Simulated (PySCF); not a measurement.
## Telling isomers of C₅H₈ClN₃ apart by NMR

Theory: coordinates at the GFN2-xTB level, shieldings: GIAO PBE0/pcSseg-1, in PySCF 2.14 (non-relativistic, one computed conformer, one averaged value for each set of equivalent atoms, no solvent model).

Shifts are taken against calculated references (same method and geometry level): TMS for ¹H (σref 31.72) and ¹³C (σref 186.93). Where no couplings were computed, multiplicities follow the n + 1 count of equivalent neighbours, and m marks all less simple cases (inequivalent or close neighbours, rings, F or P nearby). Shifts are as computed. Against solution values, carbons near 30 ppm lie about +3 ppm off and those near 130 ppm about +5 ppm; carbons on Cl a further +6 ppm. Of 1211 compounds with measured shifts, 218 miss one by over three times the rms of a fit or turn the order of signals round; such compounds aren't used in these exercises. Carbons bonded to Cl come out too deshielded.

(1) Tabulate the signals of `CCn1nc(C)c(Cl)n1`, `CCn1nnc(Cl)c1C`, `CC(C)n1nncc1Cl` and their relative energies.

(2) What is the quickest way to tell CCn1nc(C)c(Cl)n1 from CCn1nnc(Cl)c1C?

(3) What is the quickest way to tell CCn1nnc(Cl)c1C from CC(C)n1nncc1Cl?

(4) What is the quickest way to tell CCn1nc(C)c(Cl)n1 from CC(C)n1nncc1Cl?

Results:

(1) 
| SMILES | carbon types | δC | δH | E rel. (kcal/mol) |
| --- | --- | --- | --- | --- |
| CCn1nc(C)c(Cl)n1 | 2×C 1×CH2 2×CH3 | 146.1, 145.8, 51.9, 19.3, 12.1 | 4.32 (q, 2H), 2.43 (s, 3H), 1.40 (t, 3H) | 0.0 |
| CCn1nnc(Cl)c1C | 2×C 1×CH2 2×CH3 | 144.7, 134.3, 45.5, 18.3, 9.1 | 4.33 (q, 2H), 2.37 (s, 3H), 1.38 (t, 3H) | 5.9 |
| CC(C)n1nncc1Cl | 1×C 2×CH 2×CH3 | 135.3, 134.2, 50.2, 25.6 | 7.59 (s, 1H), 4.54 (sept, 1H), 1.64 (d, 6H) | 10.7 |

Energies are electronic energies at PBE0/pcSseg-1 on these geometries, without zero-point or thermal terms, each for the one conformer computed, which needn't be the lowest.

(2) Both give the same number of carbon signals, with the same numbers of each carbon type, so the positions decide. The first has an sp3 CH2 bonded to N at 51.9 ppm, the second a substituted aromatic carbon next to a ring nitrogen (C) at 134.3 ppm. Their most deshielded carbons lie at 146.1 and 144.7 ppm.

(3) Count the carbon signals: 5 against 4. The first has an sp3 CH2 bonded to N at 45.5 ppm, the second an aromatic CH next to a ring nitrogen at 134.2 ppm. Their most deshielded carbons lie at 144.7 and 135.3 ppm. In the proton spectra the most deshielded non-exchanging signals are 4.33 (q, 2H) and 7.59 (s, 1H).

(4) Count the carbon signals: 5 against 4. The first has an sp3 CH2 bonded to N at 51.9 ppm, the second an aromatic CH next to a ring nitrogen at 134.2 ppm. Their most deshielded carbons lie at 146.1 and 135.3 ppm. In the proton spectra the most deshielded non-exchanging signals are 4.32 (q, 2H) and 7.59 (s, 1H).
